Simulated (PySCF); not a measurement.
Titanium: a sound run and one with changed settings

Sound run: Ti²⁺ [Ar] 3d2, Ti³⁺ [Ar] 3d1. All numbers are calculated (PySCF 2.14, the non-relativistic Hamiltonian (point nucleus), in pcseg-2 (6s4p3d2f1g, 56 functions)). The sound run starts from symmetry-adapted Hartree-Fock orbitals and uses a fine grid where one is needed.

A second run was set up differently.

| species | method | sound run (hartree) | changed run (hartree) | converged |
| --- | --- | --- | --- | --- |
| Ti²⁺ | UHF | -847.72082 | -847.72082 | yes |
| Ti²⁺ | LDA | -846.53351 | -846.53423 | yes |
| Ti²⁺ | M06-L | -848.57071 | -848.56169 | yes |
| Ti³⁺ | UHF | -846.74055 | -846.74055 | yes |
| Ti³⁺ | LDA | -845.49763 | -845.49797 | yes |
| Ti³⁺ | M06-L | -847.55818 | -847.57137 | yes |

Ionisation energy of Ti²⁺:

```
method  sound run (eV)  changed run (eV)
   UHF          26.674            26.674
   LDA          28.188            28.198
 M06-L          27.552            26.948
```

**Question.** What was changed?
A. minimal basis
B. level shift left on
C. basis contracted for another Hamiltonian
D. radial grid too coarse

**Answer.** D. It used radial step 0.5 in ln r (0.13 in the sound run). A coarse radial grid mis-integrates the density and the exchange-correlation energy, with errors of either sign; Hartree-Fock needs no grid.
